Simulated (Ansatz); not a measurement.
Input and output for CH$_{6}$AlIn, SMILES `[AlH2][CH2][InH2]`.

```yaml
crystal:
  periodic: [false, false, false]
  atoms:
    - {symbol: Al, position_ang: [-0.725601, 0.828005, -1.348319]}
    - {symbol: C, position_ang: [0.724700, 0.147208, -0.274106]}
    - {symbol: In, position_ang: [0.152783, -0.914821, 1.514077]}
    - {symbol: H, position_ang: [-1.373273, -0.077580, -2.483392]}
    - {symbol: H, position_ang: [-1.324573, 2.272091, -1.058335]}
    - {symbol: H, position_ang: [1.353665, 0.971962, 0.076337]}
    - {symbol: H, position_ang: [1.319989, -0.567733, -0.851114]}
    - {symbol: H, position_ang: [-0.082637, -2.623481, 1.438089]}
    - {symbol: H, position_ang: [-0.045063, -0.035642, 2.986763]}
basis:
  gaussian: {orbitals: def2-SVPD}
magnetization: {spin_polarized: true, initial_magnetization: 2}
hamiltonian: {xc: {name: B3LYP}}
output: {forces: true}
```

```sh
$ ansatz run in.yaml --threads 2 --pin off --events-out ev --progress --plain --max-ram 22528MiB --backend cpu
```

Shortened log:

```
Functional definition: B3LYP
1315 factors; integrals over basis functions are off by at most 9.8e-4 eV
mean field evaluation 1: about -12889.0760 eV, gradient 4.2e1 eV
mean field evaluation 2: about -12831.3384 eV, gradient 8.1e1 eV
mean field evaluation 4: about -12893.7636 eV, gradient 1.8e1 eV
mean field evaluation 8: about -12900.1258 eV, gradient 1.1e0 eV
mean field evaluation 16: about -12900.1565 eV, gradient 1.9e-3 eV
mean field -12900.15652277 eV, -474.0720081717 hartree, gradient 3.9e-5 eV, S^2 2.003745; 6 other end points of the search recorded, 0 dependent functions left out
reference -12900.15684522 eV, -474.0720200215 hartree; 24, 22 occupied and 100, 102 virtual orbitals, 1315 factors
Total energy: -12900.15684522 eV, -474.0720200215 hartree
Atom 0 at    -0.725601     0.828005    -1.348319 Å, force    -2.210965     0.196261    -0.240784 eV/Å
Atom 1 at     0.724700     0.147208    -0.274106 Å, force     1.796813     0.653627    -1.148259 eV/Å
Atom 2 at     0.152783    -0.914821     1.514077 Å, force    -1.106491    -1.047753     1.795141 eV/Å
Atom 3 at    -1.373273    -0.077580    -2.483392 Å, force     0.291222    -0.104891     0.049982 eV/Å
Atom 4 at    -1.324573     2.272091    -1.058335 Å, force     0.293368    -0.006552     0.108609 eV/Å
Atom 5 at     1.353665     0.971962     0.076337 Å, force     0.419505    -0.057609     0.085924 eV/Å
Atom 6 at     1.319989    -0.567733    -0.851114 Å, force     0.417913    -0.065690     0.081820 eV/Å
Atom 7 at    -0.082637    -2.623481     1.438089 Å, force     0.044474    -0.057581    -0.531181 eV/Å
Atom 8 at    -0.045063    -0.035642     2.986763 Å, force     0.054162     0.490187    -0.201252 eV/Å
Dipole moment:     0.513869     0.092604    -0.174498 e Å
```

Hardware: 2 threads of an AMD EPYC 7R13 on a shared host. Wall time 10 s, peak host memory 0.46 GiB.
